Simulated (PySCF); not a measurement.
PySCF input for HO3V, SMILES [V](=[O])(=[O])[OH], multiplicity 1, PBE-D3(BJ)/def2-SVP. Coordinates come from a PBE-D3(BJ)/def2-SVP optimisation. The geometry has at least one imaginary mode, so it is a saddle point at that level. The spin state was assumed, not searched. One conformer was computed; it need not be the lowest.

```python
import numpy as np
from pyscf import gto, scf, dft, df
from pyscf.hessian import thermo

mol = gto.M(
    atom='''
    V    -0.07598488   -0.23158990    0.00000000
    O    -0.87013451    0.24165695    1.29720499
    O    -0.87013453    0.24165695   -1.29720498
    O     1.66725801    0.08367909   -0.00000001
    H     2.33174055    0.79062363   -0.00000001
    ''',
    basis='def2-SVP',
    charge=0,
    spin=0,
    max_memory=1600,
    verbose=3,
)
mf = dft.RKS(mol, xc='pbe').density_fit(auxbasis='def2-universal-jkfit')
mf.disp = 'd3bj'
mf.grids.level = 3
mf.conv_tol = 1e-11
mf.max_cycle = 100
mf.kernel()

# [left out here: the lines that compute and print the analytic Hessian (its translational invariance restored by hand, since the grid's response is missing), thermochemistry and intensities]
```

Log of the run:

```
converged SCF energy = -1169.65411514592

WARN: DFTD3 does not support analytical Hessian, using finite difference


WARN: Mole.unit (angstrom) is changed to Bohr

Mode                                 0                   1                   2
Irrep
Freq [cm^-1]                     -372.8011            164.1822            255.6605
Reduced mass [au]                   1.1330              4.5264              9.6452
Force const [Dyne/A]               -0.0928              0.0719              0.3714
Char temp [K]                    -536.3778            236.2216            367.8385
Normal mode                   x     y     z       x     y     z       x     y     z
       0   V                 0.00  0.00  0.01    0.02  0.08  0.00   -0.00  0.00  0.05
       1   O                 0.00  0.01 -0.00   -0.06 -0.09  0.01   -0.11 -0.02 -0.00
       2   O                -0.00 -0.01 -0.00   -0.06 -0.09 -0.01    0.11  0.02 -0.00
       3   O                -0.00 -0.00 -0.08    0.04 -0.07  0.00   -0.00  0.00 -0.15
       4   H                 0.00 -0.00  0.94    0.30 -0.31 -0.00   -0.00  0.00 -0.22
Mode                                 3                   4                   5
Irrep
Freq [cm^-1]                      384.6540            468.0513            778.2769
Reduced mass [au]                  13.2551              1.4448              8.0701
Force const [Dyne/A]                1.1555              0.1865              2.8800
Char temp [K]                     553.4314            673.4216           1119.7672
Normal mode                   x     y     z       x     y     z       x     y     z
       0   V                 0.04 -0.02  0.00   -0.01  0.03 -0.00   -0.06 -0.02  0.00
       1   O                -0.10  0.04 -0.12    0.00 -0.03  0.03   -0.01  0.01  0.04
       2   O                -0.10  0.04  0.12    0.00 -0.03 -0.03   -0.01  0.01 -0.04
       3   O                 0.08 -0.02 -0.00    0.07 -0.08  0.00    0.19  0.05  0.00
       4   H                -0.06  0.12  0.00   -0.60  0.56  0.00    0.27 -0.02  0.00
Mode                                 6                   7                   8
Irrep
Freq [cm^-1]                     1057.6801           1060.4138           3816.2528
Reduced mass [au]                  18.7470             19.9148              1.0686
Force const [Dyne/A]               12.3564             13.1940              9.1696
Char temp [K]                    1521.7661           1525.6994           5490.7380
Normal mode                   x     y     z       x     y     z       x     y     z
       0   V                -0.06  0.03  0.00    0.00 -0.00  0.08   -0.00 -0.00 -0.00
       1   O                 0.09 -0.05 -0.12    0.07 -0.05 -0.12   -0.00  0.00  0.00
       2   O                 0.09 -0.05  0.12   -0.07  0.05 -0.12   -0.00  0.00 -0.00
       3   O                 0.02  0.01 -0.00   -0.00 -0.00 -0.00    0.04  0.04 -0.00
       4   H                 0.02 -0.00 -0.00   -0.00 -0.00 -0.03   -0.67 -0.70  0.00
temperature 298.1500 [K]
pressure 101325.00 [Pa]
Rotational constants [GHz] 8.55074 6.34038 3.93925
Symmetry number 1
Zero-point energy (ZPE) 0.01819 [Eh]   47761.932 [J/mol]
                           tot       elec      trans        rot        vib
Entropy [J/mol/K]       296.518      0.000    166.173    103.863     26.481
Cv [J/mol/K]             57.514      0.000     12.472     12.472     32.571
Cp [J/mol/K]             65.828      0.000     20.786     12.472     32.571
Internal energy [J/mol]                      3718.434   3718.434  52525.926
Internal energy [Eh]   -1169.63128  -1169.65412
Enthalpy [J/mol]                             6197.391   3718.434  52525.926
Enthalpy [Eh]          -1169.63033
Gibbs free energy [J/mol]                  -43347.209 -27248.323  44630.574
Gibbs free energy [Eh] -1169.66400
mode   freq/cm-1   IR/(km/mol)
   1     -372.80       189.878
   2      164.18        45.282
   3      255.66         0.519
   4      384.65         3.672
   5      468.05       179.323
   6      778.28        75.947
   7     1057.68       102.017
   8     1060.41       199.672
   9     3816.25       220.827
max |gradient| / (hartree/bohr): 9.747462365133857e-05
APT charges: [ 1.8149 -0.6511 -0.6511 -0.8924  0.3796]
```

The calculation finished and met its thresholds. The end point has an imaginary mode, so it is no minimum.

Cost: roughly 15 core-seconds.
